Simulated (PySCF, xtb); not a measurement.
C₂H₇O, SMILES C[OH+]C, charge +1.

Harmonic wavenumbers (cm⁻¹) from GFN2-xTB in xtb at its own minimum, in rising order: 179, 242, 370, 823, 874, 987, 1035, 1068, 1154, 1170, 1246, 1390, 1398, 1415, 1423, 1424, 1437, 3028, 3030, 3053, 3053, 3055, 3057, 3250.

Problem. What does PBE0-D3(BJ)/def2-TZVP in PySCF give at its own minimum? (The exact figures need the calculation; the answer reports its results.)

Solution. 151, 209, 341, 671, 837, 962, 1093, 1149, 1205, 1272, 1433, 1457, 1470, 1477, 1483, 1484, 1494, 3093, 3093, 3209, 3210, 3223, 3224, 3735. Paired by order, the mean absolute difference is 101 cm⁻¹ and the zero-point energies are 56.0 and 58.6 kcal/mol.
